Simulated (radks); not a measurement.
Values are calculated unless marked as measured or tabulated.
Task: Neutral dysprosium, 66 electrons, occupied as [Xe] 4f10 6s2. Code: a radial shooting solver on a logarithmic mesh with Libxc functionals. Model: scalar-relativistic Kohn-Sham, PBE, spin-polarised, spherical densities, finite nucleus; open shells are filled with parallel spins first (spin-orbit coupling, left out, can overturn this in heavy ions); Fermi nuclear charge, rms radius 5.2218 fm; hard spherical wall at 15 bohr. Some entries of the table are withheld. Estimate them.

orbital,occ.,eigenvalue (eV),<1/r> (bohr^-1),<r> (bohr)
1s up,1,-53650.41,74.55,0.02112
1s down,1,-53650.41,74.55,0.02112
2s up,1,-8934.177,17.33,0.08978
2s down,1,-8934.144,17.33,0.08978
2p up,3,-7927.970,16.09,0.07945
2p down,3,-7927.946,16.09,0.07945
3s up,1,-1989.188,6.374,0.2346
3s down,1,-1987.629,6.378,0.2345
3p up,3,-1680.202,5.975,0.2335
3p down,3,-1678.647,5.978,0.2333
3d up,5,-1282.515,5.667,0.2122
3d down,5,-1281.328,5.670,0.2120
4s up,1,-394.7624,2.688,0.5300
4s down,1,-391.2990,2.687,0.5300
4p up,3,-293.0258,2.465,0.5616
4p down,3,-289.5999,2.464,0.5617
4d up,5,-154.4315,2.173,0.6096
4d down,5,-151.0494,2.171,0.6102
5s up,1,-49.6838,1.022,1.296
5s down,1,-47.9559,1.011,1.309
5p up,3,-25.9173,0.8497,1.537
5p down,3,-24.6809,0.8359,1.559
4f up,7,-4.3663,1.567,0.8626
6s up,1,-3.8026,0.3068,(1)
6s down,1,-3.6905,0.3014,(2)
4f down,3,-1.4491,1.523,0.9212
5d up,0,-1.2993,0.4106,3.372
6p up,0,-1.1620,0.2146,5.733
6p down,0,-1.1298,0.2113,5.817
5d down,0,-1.0444,0.3827,3.630
7s up,0,0.3493,0.1457,8.709
7s down,0,0.3586,0.1452,8.746

Result: 
(1) 6s up <r> (bohr): 4.081
(2) 6s down <r> (bohr): 4.148
